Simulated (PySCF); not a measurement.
SMILES [c]1ccc[nH]1 (C₄H₄N), doublet (PBE0/def2-SVP optimised geometry):

```
9

C      0.060    -1.493     0.000
C     -1.089    -0.750     0.000
C     -0.639     0.609     0.000
C      0.738     0.609     0.000
N      1.156    -0.703     0.000
H     -2.115    -1.109     0.001
H     -1.275     1.493     0.000
H      1.453     1.429     0.000
H      2.115    -1.020     0.000
```

Method: unrestricted PBE0/def2-TZVP (PySCF).

Task: What are the frontier orbital energies (α orbitals alone; a β orbital can be the lowest empty one) and the dipole moment?

Result: HOMO-2 -8.13 eV, HOMO-1 -7.20 eV, HOMO -6.38 eV, LUMO 0.88 eV, LUMO+1 1.08 eV; dipole moment 1.80 D.

On the same geometry unrestricted PBE/def2-TZVP run with PySCF gives HOMO-2 -6.51 eV, HOMO-1 -6.08 eV, HOMO -5.34 eV, LUMO -0.09 eV, LUMO+1 0.23 eV; dipole moment 1.80 D.

Meta-Löwdin charges at PBE0/def2-TZVP: C1 0.02, C2 -0.22, C3 -0.18, C4 -0.11, N5 -0.17, H6 0.14, H7 0.13, H8 0.13, H9 0.27.
